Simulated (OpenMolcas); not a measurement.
## What dynamic correlation does to the levels of Fe2+

| Item | Value |
| --- | --- |
| Program | OpenMolcas 26.06 |
| Basis | ANO-RCC-VTZP [6s5p3d2f1g] |
| Scalar Hamiltonian | DKH2, point nucleus |
| Active space | 6 electrons in 6 orbitals (3d 4s) |
| State averaging | 2S+1 = 5 even, 30 roots; 2S+1 = 7 even, 1 root kept (CI in the orbitals of an earlier block); 2S+1 = 3 even, 121 roots kept (CI in the orbitals of an earlier block, 98 in the spin-orbit step); 2S+1 = 1 even, 96 roots kept (CI in the orbitals of an earlier block, 69 in the spin-orbit step) |
| Spin-orbit coupling | state interaction with AMFI integrals over the reference wave functions, term energies averaged over their components |

Methods on the same reference wave functions:
A. CASSCF
B. SS-CASPT2, IPEA 0.25 Eh, imaginary shift 0.1 Eh (closed shells correlated: 3s 3p)
C. MS-CASPT2, IPEA 0.25 Eh, imaginary shift 0.1 Eh (closed shells correlated: 3s 3p)
D. XMS-CASPT2, IPEA 0.25 Eh, imaginary shift 0.1 Eh (closed shells correlated: 3s 3p)

Energies in cm-1 above 3d6 5D4, the measured ground level; measured values from Corliss and Sugar, J. Phys. Chem. Ref. Data 11, 135 (1982).

```json
{"Level": "3d6 5D4", "A": "0.0", "B": "0.0", "C": "0.0", "D": "0.0", "Measured": "0.0"}
{"Level": "3d6 5D3", "A": "476", "B": "480", "C": "480", "D": "477", "Measured": "436"}
{"Level": "3d6 5D2", "A": "814", "B": "814", "C": "814", "D": "814", "Measured": "739"}
{"Level": "3d6 5D1", "A": "1033", "B": "1028", "C": "1028", "D": "1030", "Measured": "932"}
{"Level": "3d6 5D0", "A": "1141", "B": "1133", "C": "1133", "D": "1136", "Measured": "1027"}
{"Level": "3d5 4s 7S3", "A": "10482", "B": "27510", "C": "27510", "D": "33340", "Measured": "30089"}
{"Level": "3d5 4s 5S2", "A": "22620", "B": "36880", "C": "36880", "D": "42530", "Measured": "41000"}
{"Level": "3d6 3H6", "A": "23918", "B": "20050", "C": "20050", "D": "22990", "Measured": "20051"}
{"Level": "3d6 3H5", "A": "24171", "B": "20280", "C": "20280", "D": "23220", "Measured": "20301"}
{"Level": "3d6 3H4", "A": "24362", "B": "20430", "C": "20430", "D": "23380", "Measured": "20482"}
{"Level": "3d6 3P2(1)", "A": "26200", "B": "18950", "C": "18950", "D": "22060", "Measured": "19405"}
{"Level": "3d6 3F4(1)", "A": "27415", "B": "21220", "C": "21220", "D": "24320", "Measured": "21462"}
{"Level": "3d6 3P1(1)", "A": "27605", "B": "20360", "C": "20360", "D": "23470", "Measured": "20688"}
{"Level": "3d6 3F3(1)", "A": "27680", "B": "21470", "C": "21470", "D": "24570", "Measured": "21700"}
{"Level": "3d6 3F2(1)", "A": "27877", "B": "21640", "C": "21640", "D": "24750", "Measured": "21857"}
{"Level": "3d6 3P0(1)", "A": "28205", "B": "20950", "C": "20950", "D": "24060", "Measured": "21208"}
{"Level": "3d6 3G5", "A": "30230", "B": "24350", "C": "24350", "D": "27340", "Measured": "24559"}
{"Level": "3d6 3G4", "A": "30672", "B": "24770", "C": "24770", "D": "27760", "Measured": "24941"}
{"Level": "3d6 3G3", "A": "30880", "B": "24960", "C": "24960", "D": "27950", "Measured": "25142"}
{"Level": "3d6 1I6", "A": "36045", "B": "30340", "C": "30340", "D": "34270", "Measured": "30356"}
{"Level": "3d6 1G4(1)", "A": "38044", "B": "30510", "C": "30500", "D": "34630", "Measured": "30886"}
{"Level": "3d6 3D1", "A": "39145", "B": "30260", "C": "30260", "D": "33400", "Measured": ""}
{"Level": "3d6 3D2", "A": "39182", "B": "30270", "C": "30270", "D": "33420", "Measured": ""}
{"Level": "3d6 3D3", "A": "39310", "B": "30420", "C": "30420", "D": "33560", "Measured": "30858"}
```

Deviations, from unrounded energies. A percentage is the sum of absolute deviations over the sum of measured energies, with the sign that they share, or ± where signs differ.

| Against measurement | Levels | A | B | C | D |
| --- | --- | --- | --- | --- | --- |
| mean absolute deviation (cm-1) | 21 | 6000 | 490 | 490 | 2400 |
| fine structure of the ground term (%) | 4 | +10.5 | +10.2 | +10.2 | +10.3 |
| other terms of the ground configuration (%) | 15 | +25.1 | -0.9 | -0.9 | +12.6 |
| other configurations (%) | 2 | -53.4 | -9.4 | -9.4 | +6.7 |

B, C lie about equally close to measurement and A furthest from it. The largest miss of B in the table is 3d5 4s 5S2, by -4100 cm-1. The ranking rests on the paired levels alone, and a cruder setting can come out closer through cancelling errors.

Among B to D the level of the table that moves most is 3d5 4s 7S3, by 5800 cm-1 (lowest in B, highest in D). Moves below CASPT2's spread within the term are not significant.

The mean deviations of B to D differ by less than CASPT2's widest spread within a term (2700 cm-1), so their order carries little weight.

From A to B the spin-free energies of the other terms of 3d6 shown, above 5D, scale by factors of 0.73 to 0.84, as is usual when dynamic correlation screens the repulsion within a d or f shell.

The lowest spin-free term lies below A's lowest term by 0.487 hartree in B, 0.487 hartree in C, 0.514 hartree in D.

CASPT2 does not keep the components of a term degenerate, so their means are used; among the terms shown or strongly mixed into the levels shown the widest spread is 2700 cm-1 (3d6 1I, C). Over all roots computed the reference weight is 0.88 to 0.95 in B, 0.88 to 0.95 in C; the roots of lowest weight are the least certain, and an intruder state may touch them. Some high roots are left out of the spin-orbit mixing, which shifts the levels that they would mix with. Terms from blocks run as CI alone lack orbitals of their own. A single d shell beside an s shell can misplace configurations of different d count against each other. The CASPT2 spread within a term exceeds the gap to the next term for 3d6 1I and 3d6 3D, 3d6 3D and 3d6 1G(1), so the order of their levels is uncertain (figures for B; the like holds for C, D). Without dynamic correlation excited terms often stand tens of per cent too high (terms of higher spin than the ground term too low), and those without a measured partner can miss by more than the paired ones (holds for A). Blocks of more than 70 roots (2S+1 = 3 even) ran without multistate coupling (holds for C). Computed and measured levels are paired by configuration, term and J; levels that our copy of the source lacks, or whose pairing is in doubt (as where it misses far off the trend of its configuration), stay unpaired and out of the deviations. Levels of configurations outside the active space are missing. Levels that lie high or do not pair safely by name in every column are left out.

A number in round brackets counts repeated terms of one configuration in the order of the reference energies.
